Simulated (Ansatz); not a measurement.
The cluster Mo3Se5, relaxed as a singlet with RKS PBE-D4/def2-SVP in Ansatz, starting from the GFN1-xTB geometry. Force threshold 0.03 eV/Å.

In the def2 sets Mo takes a core potential; there is no spin–orbit coupling. The restricted singlet is unstable towards broken spin symmetry in Hartree–Fock (as tested in another run); at PBE-D4/def2-SVP this wasn't settled. Another isomer (singlet) lies 2.24 eV lower at PBE0-D4/def2-TZVP; other spin states weren't run for this one.

Start:

```xyz
8

Mo    0.457   -0.645   -1.125
Mo    0.631    0.417    1.217
Mo   -0.587    1.665   -0.644
Se   -0.858   -2.513   -0.359
Se    1.742   -0.795   -2.982
Se   -0.524   -1.659    1.791
Se   -2.807    2.067   -0.624
Se    1.946    1.463    2.727
```

Question: Estimate the energy that the relaxation releases and the steps that it takes.

Answer: 354.1 kJ/mol, in 22 steps; 3.4 min on 6 threads of Intel Xeon on a shared host. The force fell under the threshold at step 21, but the optimiser went on. No frequencies were taken in this run, so the end may be a saddle point.

Question: Does the start keep its bonding and symmetry?

Answer: Bonds formed: Mo3–Se5, Mo3–Se8 (atoms count from 1).

Question: Predict the relaxed structure.

Answer: 
Cartesian coordinates in Å:
```
Mo 0.6344 -1.1878 -0.5195
Mo 0.6089 -0.0648 1.4818
Mo 0.1322 1.3195 -0.4909
Se -1.5215 -2.2979 -0.5717
Se 1.5187 0.2382 -2.2763
Se -0.8513 -2.0635 1.7627
Se -2.0699 1.8294 -0.7103
Se 1.5484 2.2269 1.3244
```
Bond lengths (bridged metal pairs left out): 8 × Mo–Se 2.27 to 2.86 Å; 1 × Se–Se 2.44 Å.
